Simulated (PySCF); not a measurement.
Job file and geometry (Å, from PBE0-D3(BJ)/def2-SVP) of a spin–spin coupling run on SMILES B[AsH]CC, C$_{2}$H$_{8}$AsB, PySCF, B3LYP/pcJ-1 As:pcSseg-1 indirect spin-spin coupling, non-relativistic, gas phase; density fitting, a coarse starting grid and PySCF grid level 2 are the driver's defaults:

```
{"job": {"kind": "j", "xc": "B3LYP", "basis": "pcJ-1"}, "charge": 0, "multiplicity": 1}
B      2.591364    -0.396545     0.293799
As     0.964447     0.659112     0.609518
C     -0.524427    -0.365025    -0.187125
C     -1.865503     0.328745    -0.028237
H      3.648456     0.167631     0.147843
H      2.558577    -1.596719     0.431404
H      1.115163     1.787099    -0.392542
H     -0.513173    -1.337533     0.330103
H     -0.299201    -0.561427    -1.245169
H     -2.677701    -0.287744    -0.445839
H     -1.885872     1.296477    -0.553711
H     -2.100373     0.522335     1.029775
```

Question: Write the output of this run.

Answer: 
```
coarse grid: 42648 points
cycle   1  E = -2341.5078589532  dE = -8.265e-01  |g| = 7.833e-01  |ddm| = 2.699e+00
cycle   2  E = -2341.4919700951  dE =  1.589e-02  |g| = 6.804e-01  |ddm| = 6.758e-01
cycle   3  E = -2341.5481846293  dE = -5.621e-02  |g| = 1.503e-01  |ddm| = 5.161e-01
cycle   4  E = -2341.5532183854  dE = -5.034e-03  |g| = 4.119e-02  |ddm| = 1.713e-01
cycle   5  E = -2341.5536437465  dE = -4.254e-04  |g| = 8.732e-03  |ddm| = 3.739e-02
cycle   6  E = -2341.5536640116  dE = -2.027e-05  |g| = 1.832e-03  |ddm| = 1.137e-02
cycle   7  E = -2341.5536651163  dE = -1.105e-06  |g| = 8.002e-04  |ddm| = 3.102e-03
final grid: 89680 points
cycle   8  E = -2341.5536817439  dE =  1.660e-07  |g| = 1.150e-03  |ddm| = 2.454e-03
cycle   9  E = -2341.5536812223  dE =  5.216e-07  |g| = 1.735e-03  |ddm| = 2.928e-03
cycle  10  E = -2341.5536821423  dE = -9.200e-07  |g| = 1.164e-04  |ddm| = 1.832e-03
cycle  11  E = -2341.5536821456  dE = -3.247e-09  |g| = 1.082e-05  |ddm| = 9.411e-05
cycle  12  E = -2341.5536821456  dE = -2.683e-11  |g| = 4.460e-06  |ddm| = 1.658e-05
converged SCF energy = -2341.5536821456

Indirect spin-spin couplings (Hz)
  i      j    bonds     total        FC       PSO       DSO        SD
  0 B    2 C    2     -0.096     0.308    -0.227    -0.081    -0.096
  0 B    3 C    3      5.609     5.622     0.101    -0.149     0.035
  0 B    4 H    1    148.472   148.998    -1.679     0.734     0.418
  0 B    5 H    1    145.521   146.071    -1.701     0.753     0.398
  0 B    6 H    2     -0.282     0.714    -0.429    -0.581     0.015
  0 B    7 H    3      0.334     0.705    -0.299    -0.027    -0.045
  0 B    8 H    3      2.120     2.160    -0.028    -0.016     0.004
  0 B    9 H    4      1.617     1.785     0.263    -0.435     0.004
  0 B   10 H    4     -0.385    -0.094     0.238    -0.565     0.036
  0 B   11 H    4     -0.452    -0.087     0.204    -0.581     0.012
  2 C    3 C    1     37.948    38.176    -0.458     0.230         -
  2 C    4 H    3      5.684     5.968     0.149    -0.432         -
  2 C    5 H    3      2.246     2.267    -0.061     0.040         -
  2 C    6 H    2      3.355     3.459     0.230    -0.334         -
  2 C    7 H    1    140.488   138.404     0.936     1.147         -
  2 C    8 H    1    144.031   141.997     0.909     1.126         -
  2 C    9 H    2     -2.035    -2.261     0.286    -0.060         -
  2 C   10 H    2     -4.326    -4.531     0.217    -0.012         -
  2 C   11 H    2     -4.117    -4.307     0.202    -0.012         -
  3 C    4 H    4      1.268     1.433     0.196    -0.361         -
  3 C    5 H    4     -0.382    -0.298     0.162    -0.246         -
  3 C    6 H    3     -0.286    -0.254     0.051    -0.083         -
  3 C    7 H    2     -3.781    -3.930     0.254    -0.105         -
  3 C    8 H    2     -2.185    -2.332     0.261    -0.114         -
  3 C    9 H    1    132.809   130.949     1.225     0.635         -
  3 C   10 H    1    133.339   131.437     1.202     0.700         -
  3 C   11 H    1    134.568   132.718     1.148     0.703         -
  4 H    5 H    2     -0.888    -1.222     1.794    -1.460         -
  4 H    6 H    3      2.321     2.320    -0.008     0.009         -
  4 H    7 H    4     -0.862    -0.294     0.710    -1.278         -
  4 H    8 H    4     -1.141    -0.795     0.472    -0.818         -
  4 H    9 H    5      0.879     1.267     0.768    -1.155         -
  4 H   10 H    5     -0.650    -0.062     0.558    -1.146         -
  4 H   11 H    5     -0.527     0.165     0.677    -1.369         -
  5 H    6 H    3      7.329     8.985     1.109    -2.765         -
  5 H    7 H    4      0.223    -0.093    -0.770     1.086         -
  5 H    8 H    4     -0.230    -0.334    -0.094     0.198         -
  5 H    9 H    5     -0.401    -0.230     0.558    -0.729         -
  5 H   10 H    5     -0.438     0.037     0.723    -1.198         -
  5 H   11 H    5     -0.411    -0.003     0.500    -0.908         -
  6 H    7 H    3     11.394    13.451     1.752    -3.810         -
  6 H    8 H    3      2.954     2.853    -0.127     0.228         -
  6 H    9 H    4     -0.759    -0.532     1.041    -1.267         -
  6 H   10 H    4      0.616    -0.026    -0.727     1.369         -
  6 H   11 H    4     -0.756    -0.148     0.563    -1.171         -
  7 H    8 H    2    -13.663   -14.736     2.413    -1.340         -
  7 H    9 H    3      5.063     4.796     0.532    -0.265         -
  7 H   10 H    3     18.608    18.405     2.738    -2.536         -
  7 H   11 H    3      4.509     4.136     0.546    -0.172         -
  8 H    9 H    3      3.837     3.581     0.542    -0.286         -
  8 H   10 H    3      5.008     4.659     0.541    -0.192         -
  8 H   11 H    3     18.071    17.871     2.756    -2.555         -
  9 H   10 H    2    -14.473   -14.825     2.681    -2.329         -
  9 H   11 H    2    -13.921   -14.273     2.716    -2.364         -
 10 H   11 H    2    -13.680   -14.177     2.634    -2.137         -
```

Size and cost of the density-fitted run: 202 basis functions, 27 s wall time on 1 thread of an Arm Neoverse V1, shared host.
